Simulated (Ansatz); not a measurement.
`C[SiH](F)[SeH]` + H₂O → `C[SiH](O)F` + H₂Se at 500 K and 1 bar (formal hydrolysis of the Si–Se bond).

Gas-phase electronic energies from Ansatz, PBE0-D4/def2-TZVP geometries. CBS: MP2 limit from def2 TZ/QZ plus the TZ coupled-cluster correction, frozen cores. This one scheme is used for every species. For Se outer-core shells are correlated without core-valence functions, which leaves a few kJ/mol of doubt a bond. Scalar relativity is left out up to krypton. Each species was taken in one conformer, which may not be the lowest.

```json
{"species": "`C[SiH](F)[SeH]`", "CCSD(T)/CBS energy (Eh)": "-2830.74610", "H − E (kJ/mol)": "192.9", "S (J/(mol·K))": "402.7"}
{"species": "H₂O", "CCSD(T)/CBS energy (Eh)": "-76.37941", "H − E (kJ/mol)": "73.2", "S (J/(mol·K))": "206.3"}
{"species": "`C[SiH](O)F`", "CCSD(T)/CBS energy (Eh)": "-505.24344", "H − E (kJ/mol)": "204.8", "S (J/(mol·K))": "370.6"}
{"species": "H₂Se", "CCSD(T)/CBS energy (Eh)": "-2401.89790", "H − E (kJ/mol)": "53.1", "S (J/(mol·K))": "237.8"}
```

H − E and S are ideal-gas, rigid-rotor, harmonic terms from PBE0-D4/def2-TZVP, for one conformer and one mirror image of each species. 1 Eh = 2625.50 kJ/mol, R = 8.31446 J/(mol·K).

Q: By hand: ΔE, ΔH, ΔS and ΔG.

A: ΔE = (-505.24344) + (-2401.89790) − (-2830.74610) − (-76.37941) = -0.01583 Eh = -41.6 kJ/mol. Δ(H − E) = 204.8 + 53.1 − 192.9 − 73.2 = -8.2, so ΔH = -49.8 kJ/mol. ΔS = 370.6 + 237.8 − 402.7 − 206.3 = -0.6 J/(mol·K). ΔG = -49.8 − 500 × (-0.6)/1000 = -49.5 kJ/mol.

Q: By hand: the equilibrium constant, and the temperature at which ΔG would vanish if ΔH and ΔS stayed fixed.

A: log₁₀ K = −ΔG/(RT ln 10) = 5.2. ΔG = 0 at ΔH/ΔS = 83000 K, far beyond where these terms or the molecules hold.

The number of gas molecules stays the same, so ΔS is small and ΔH decides. A doubt of 5 kJ/mol in ΔE shifts log₁₀ K by 0.5 here. Other conformers and mirror images would add mixing entropy, several J/(mol·K) or more a flexible species. These are equilibria of isolated gas molecules and say nothing of rates. Largest T1 diagnostic: 0.011 (customary marks: 0.02 for closed shells, 0.045 for open ones).
